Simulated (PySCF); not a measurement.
A run for PySCF: R-BP86/6-31G* on H2Mg (SMILES [MgH2]), a point of a bond scan (R = 1.870 Å).

```python
from pyscf import gto, scf, dft, mp
from pyscf.data.elements import chemcore

mol = gto.M(
    atom='''
    Mg    0.00000000    0.00000000    0.00000000
    H    -0.00000000   -0.00000000   -1.86976112
    H     0.00000000    0.00000000    1.69978284
    ''',
    basis='6-31g*',
    cart=True,
    charge=0, spin=0, verbose=3, max_memory=1800)
mf = dft.RKS(mol, xc='b88,p86')
mf.conv_tol = 1e-8
mf.max_cycle = 100
mf.kernel()
if not mf.converged:
    mf = mf.newton().run(mf.mo_coeff, mf.mo_occ)
```

The log:

```
converged SCF energy = -201.233163859216
```

The run converged.

Cost: around 0.3 core-seconds (rough).
